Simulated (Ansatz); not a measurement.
One change: `CO/C(O)=C\C(=O)C(C)C` becomes `CO/C(O)=C\C(=O)C(F)(F)F`.

Ansatz, PBE0-D4/def2-TZVP geometries, multiplicity 1. Each molecule was computed in one conformer, which needn't be the lowest.

```
                               property  `CO/C(O)=C\C(=O)C(C)C`
    HOMO energy (B3LYP/def2-TZVPP) / eV                   -6.37
    LUMO energy (B3LYP/def2-TZVPP) / eV                   -0.77
     HOMO energy (PBE0/def2-TZVPP) / eV                   -6.61
HOMO–LUMO gap (ωB97M-V/def2-TZVPP) / eV                   10.39
      HOMO energy (PBE/def2-TZVPP) / eV                   -4.97
  HOMO–LUMO gap (B3LYP/def2-TZVPP) / eV                    5.60
```

(1) What does the change do to each property? (Estimate.)

Results:

(1) Ansatz gave: 
```json
{"property": "HOMO energy (B3LYP/def2-TZVPP) / eV", "`CO/C(O)=C\\C(=O)C(F)(F)F`": "-7.24", "shift": "-0.87"}
{"property": "LUMO energy (B3LYP/def2-TZVPP) / eV", "`CO/C(O)=C\\C(=O)C(F)(F)F`": "-1.86", "shift": "-1.09"}
{"property": "HOMO energy (PBE0/def2-TZVPP) / eV", "`CO/C(O)=C\\C(=O)C(F)(F)F`": "-7.44", "shift": "-0.83"}
{"property": "HOMO–LUMO gap (ωB97M-V/def2-TZVPP) / eV", "`CO/C(O)=C\\C(=O)C(F)(F)F`": "10.09", "shift": "-0.30"}
{"property": "HOMO energy (PBE/def2-TZVPP) / eV", "`CO/C(O)=C\\C(=O)C(F)(F)F`": "-5.94", "shift": "-0.97"}
{"property": "HOMO–LUMO gap (B3LYP/def2-TZVPP) / eV", "`CO/C(O)=C\\C(=O)C(F)(F)F`": "5.38", "shift": "-0.22"}
```

With PBE0 the HOMO falls by 0.83 eV and the LUMO falls by 1.09 eV, so the gap narrows by about 0.26 eV. PBE moves the HOMO by -0.97 eV and ωB97M-V by -0.76 eV.

Positive LUMOs are unbound, so they and the gaps depend on the basis.

B3LYP here is the variant with VWN-RPA as its local correlation; programs differ in this.
